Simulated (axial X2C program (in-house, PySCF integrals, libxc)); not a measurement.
# Low determinants of LiRh at the PBE0 level, two-component

All values were computed with an in-house all-electron X2C program for linear molecules (integrals from PySCF). Two-component (2c) means X2C with spin–orbit coupling and atomic mean-field two-electron Coulomb and Gaunt terms. Basis: Rh dyall-cv3z [12s12p8d5f3g], Li dyall-cv3z [7s8p2d] (cores contracted in-house); Gaussian nuclei, density fitting, unrestricted open shells. Masses: Rh 102.906 u, Li 7.016 u.

Search at 2.390 Å (vertical energies from the lowest determinant):

```tsv
ΔE (eV)	state	electrons beyond evenly filled partner blocks	electrons in ±ω = 1/2, 3/2, 5/2, 7/2
0.00	Ω = 3	ω = 1/2, ω = 5/2	31 14 3 0
0.25	Ω = 1	ω = -1/2, ω = 3/2	31 13 4 0
0.27	Ω = 4	ω = 3/2, ω = 5/2	32 13 3 0
0.50	Ω = 2	ω = -1/2, ω = 5/2	31 14 3 0
0.64	Ω = 2	ω = 1/2, ω = 3/2	31 13 4 0
0.66	Ω = 1	ω = -3/2, ω = 5/2	32 13 3 0
0.86	Ω = 1	2 × ω = 1/2	30 14 4 0
```

Lowest determinant, Ω = 3 (⟨Sz⟩ = 0.99, ⟨Lz⟩ = 2.01 at PBE0): Re = 2.390 Å, ωe = 367.0 cm⁻¹.

The determinant in row 2 of the search, Ω = 1 (⟨Sz⟩ = -0.95, ⟨Lz⟩ = 1.95 at PBE0), was followed along the bond at PBE0; measured from the minimum of the lowest determinant it gives:

Te = 0.253 eV (2038 cm⁻¹), Re = 2.389 Å, ωe = 366.9 cm⁻¹.

Compare the bond of the determinant in row 2 with that of the lowest one.

At PBE0 its Re is 0.001 Å shorter and its force constant, which goes as ωe², is 1.00 times that of the lowest determinant. T0 ≈ Te + Δωe/2 = 2038 + (0) = 2038 cm⁻¹.

The search compares states at one distance, so a state with another bond length can lie lower; it is not exhaustive and yields mostly the lowest determinant of each block pattern, so other components and higher states of one pattern are missing. These are energies of single determinants, not of spin-adapted states; PBE0 term energies can be off by some tenths of an eV, and the functional has no current term. Open-shell Ω = 0 determinants with evenly filled partner blocks cannot be reached by this program, so the Ω shown need not be the lowest component. The lowest determinant need not be the ground state where others lie within half an eV.
